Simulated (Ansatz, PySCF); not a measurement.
Noncovalent pair: C2H4 (SMILES C=C) (first 6 atoms) with GeH4 (SMILES [GeH4]); geometry from B3LYP-D3(BJ)/def2-TZVP.
(charge 0, multiplicity 1):
```xyz
11

C      0.373     0.259     0.062
C     -0.344    -0.839     0.250
H     -0.075     1.178    -0.296
H      1.437     0.285     0.263
H      0.104    -1.757     0.612
H     -1.409    -0.865     0.053
Ge    -0.018     0.347     3.806
H     -0.021     1.698     3.077
H      1.230    -0.454     3.408
H     -1.280    -0.444     3.438
H      0.004     0.591     5.326
```

Basis-set superposition error: the interaction energy with monomers in their own basis, and in the dimer's basis (counterpoise).

Codes used: Ansatz (Gaussian basis) for Hartree–Fock, density functionals and correlated methods; PySCF for 6-31G* rows, M06-2X. Values without a source in brackets are computed.

| level | uncorrected (kcal/mol) | counterpoise (kcal/mol) | difference |
|---|---|---|---|
| SVWN5/def2-TZVPPD | -2.14 | -2.00 | 0.15 |
| PBE/def2-TZVPPD | -0.35 | -0.22 | 0.13 |
| BLYP/def2-TZVPPD | 1.02 | 1.16 | 0.14 |
| r2SCAN/def2-TZVPPD | -0.93 | -0.80 | 0.12 |
| M06-2X/def2-TZVPPD | -1.68 | -1.53 | 0.15 |
| CAM-B3LYP/def2-TZVPPD | -0.07 | 0.06 | 0.13 |
| B2PLYP/def2-TZVPPD | -0.31 | -0.09 | 0.22 |
| MP2/6-31G* | -1.37 | 0.12 | 1.49 |
| MP2/aug-cc-pVDZ | -2.02 | -1.09 | 0.92 |
| SCS-MP2/aug-cc-pVDZ | -1.63 | -0.67 | 0.96 |

The error is largest for MP2/6-31G* (1.49 kcal/mol) and smallest for r2SCAN/def2-TZVPPD (0.12 kcal/mol).

Ansatz is a first-principles code.
